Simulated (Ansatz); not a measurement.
BF, charge +1, doublet, geometry from GFN2-xTB (a state made from the parent by changing its charge; the spin is typed, not shown lowest). Base run: Ansatz (a program for electronic structure) with R2SCAN/pcseg-1.

Geometry (Å):
```xyz
2

B      0.0000     0.0000    -0.7700
F      0.0000     0.0000     0.4278
```
Charge +1, spin multiplicity 2.
Orbitals are unrestricted.
All else is at Ansatz's defaults.

Variants of this job, named by their change:

| change | basis functions | E (Eh) |
|---|---|---|
| base | 28 | -124.17288 |
| basis = STO-3G | 10 | -122.53150 |
| basis = pcseg-0 | 18 | -123.82855 |
| basis = cc-pVDZ | 28 | -124.20402 |
| basis = def2-SV(P) | 28 | -124.10617 |
| basis = 6-31+G* | 38 | -124.20597 |
| basis = 6-311++G** | 44 | -124.23777 |
| basis = aug-cc-pVDZ | 46 | -124.20974 |
| basis = cc-pVTZ | 60 | -124.25405 |
| basis = pc-2 | 60 | -124.26050 |
| basis = aug-cc-pVTZ | 92 | -124.25516 |
| basis = def2-QZVPP | 114 | -124.26736 |
| basis = def2-QZVP | 114 | -124.26736 |

Totals compare only among sets that treat the same electrons; sets with core potentials leave the core out.
